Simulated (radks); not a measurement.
Spherical jellium clusters: N electrons in a uniform positive sphere of charge N and radius rs N^(1/3), rs = 2.99 bohr. Method: non-relativistic Kohn-Sham, LDA (Slater exchange, Perdew-Wang correlation), spin-polarised, spherical densities; computed with a radial shooting solver with Libxc functionals. Levels are named by radial order and angular momentum (1s, 1p, 1d, 2s, ...), and open shells are averaged over m.

N = 30, configuration 1s2 1p6 1d10 2s2 1f(up 7, down 3). This is the lowest configuration that the search found. Occupied and some empty levels:

level,occupation,eigenvalue (eV),<r> (bohr)
1s up,1,-7.7556,5.377
1s down,1,-7.6006,5.205
1p up,3,-6.5396,6.566
1p down,3,-6.3058,6.484
1d up,5,-5.0955,7.370
1d down,5,-4.8259,7.350
2s up,1,-4.6231,6.152
2s down,1,-4.4714,6.260
1f up,7,-3.4496,8.056
1f down,3,-3.1722,8.086
2p up,0,-2.7303,7.400
2p down,0,-2.5900,7.471
1g up,0,-1.6573,8.785
1g down,0,-1.3951,8.879
2d up,0,-1.0437,9.499
2d down,0,-0.91831,9.695

Energy (eV): total -47.8407, kinetic 90.116, external -3104.3, Hartree 1525.5, exchange-correlation -140.86, background 1581.6.

Electron density:

r (bohr),n(r) (e/bohr^3)
0.301,0.01165
1.44,0.01031
2.57,0.008412
3.70,0.007687
4.84,0.008648
5.97,0.009934
7.11,0.009436
8.24,0.006494
9.37,0.003042
10.5,0.001057
11.6,0.0003179
12.8,0.00008841
13.9,0.00002332
15.0,6.112e-06
